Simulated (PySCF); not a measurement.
Compound: C5H8FO (doublet state).
Geometry (GFN2-xTB, Å), atoms numbered from 1 in this order:
```
atom  x, y, z in Å
C1     1.6365   -0.5105   -0.3205
C2     0.4071    0.0768   -0.9993
C3    -0.6926    0.4800   -0.0091
C4    -1.2702   -0.6834    0.7907
F5    -1.7438    1.0277   -0.7716
C6    -0.1529    1.5054    0.9329
O7    -0.4404    2.6355    1.1463
H8     1.4075   -1.4606    0.1542
H9     2.0165    0.1739    0.4349
H10    2.4161   -0.6798   -1.0588
H11    0.6852    0.9678   -1.5671
H12   -0.0244   -0.6418   -1.6993
H13   -1.5987   -1.4635    0.1078
H14   -2.1270   -0.3396    1.3661
H15   -0.5234   -1.0799    1.4707
```

The hyperfine couplings belong to this conformer and change with its torsions.

As a line formula: `CC[C@](C)(F)[C]=O` [radical].

Method: UKS B3LYP, pcH-1 on C F H O, non-relativistic, mean-field spin-orbit, GIAO in PySCF 2.14.0. Geometry: GFN2-xTB, one conformer, isolated molecule. The geometry wasn't refined by DFT: couplings that depend on bond lengths, twists or pyramidal angles can differ widely from those at the functional's own minimum. No stability test was run, so a lower SCF solution isn't excluded.

(1) Give the principal g shifts and their parts.

(2) What effective moment and Curie constant follow for a powder?

(3) At 9.498 GHz, how far is the centre of the isotropic spectrum from where a free electron (g = 2.002319) resonates?

(4) Average each term over the three axes. Which is largest in size?

(5) In a frozen sample, at which fields do the three g values resonate at 9.5, 34, 94 and 263 GHz (hyperfine left aside), and which band first spreads them over more than twice a line width of 0.5 mT?

## Answers

(1) 
```json
{"Δg (ppt)": "relativistic mass correction", "1": "-0.24", "2": "-0.24", "3": "-0.24"}
{"Δg (ppt)": "gauge correction", "1": "0.04", "2": "0.01", "3": "0.02"}
{"Δg (ppt)": "orbital Zeeman/spin–orbit", "1": "-6.68", "2": "0.03", "3": "3.11"}
{"Δg (ppt)": "total", "1": "-6.88", "2": "-0.20", "3": "2.88"}
```

So g = 1.99544, 2.00212, 2.00520 and g_iso = 2.00092; the tensor is rhombic: the two nearest values differ by 32 % of g3 − g1. Axes: g1 points within 13° of the C6–O7 bond.

(2) With the mean of g² = 4.0037 and S(S+1) = 0.75: μ_eff = √(⟨g²⟩S(S+1)) = 1.733 μB and χT = 0.12505·⟨g²⟩·S(S+1) = 0.375 cm³ K/mol (cgs; spin-Hamiltonian part alone).

(3) B = hν/(g μB) with μB/h = 13.99624 MHz/mT gives 338.91 mT for the free electron and 339.15 mT at g_iso, 0.24 mT higher.

(4) The orbital-Zeeman/spin–orbit term -1.18, the mass correction -0.24 and the gauge correction 0.02 ppt, for a total of -1.40 ppt. The orbital-Zeeman/spin–orbit term is the largest in size. The mass correction is the same along every axis, so the anisotropy comes from the other two: their spans along these axes are 0.04 (gauge) and 9.79 ppt (orbital Zeeman/spin–orbit).

(5) 
```json
{"band": "X", "GHz": "9.5", "B(g3) mT": "338.50", "B(g2) mT": "339.02", "B(g1) mT": "340.15", "spread mT": "1.66"}
{"band": "Q", "GHz": "34.0", "B(g3) mT": "1211.46", "B(g2) mT": "1213.33", "B(g1) mT": "1217.39", "spread mT": "5.93"}
{"band": "W", "GHz": "94.0", "B(g3) mT": "3349.33", "B(g2) mT": "3354.49", "B(g1) mT": "3365.72", "spread mT": "16.39"}
{"band": "J", "GHz": "263.0", "B(g3) mT": "9370.99", "B(g2) mT": "9385.44", "B(g1) mT": "9416.85", "spread mT": "45.85"}
```

The spread grows in proportion to the frequency. X band is the first where it exceeds 1.0 mT.

Largest spin populations (Mulliken): C6 (+0.61), O7 (+0.27) and C3 (+0.07).

The HOMO–LUMO gaps are 4.45 eV among the α and 7.36 eV among the β orbitals.
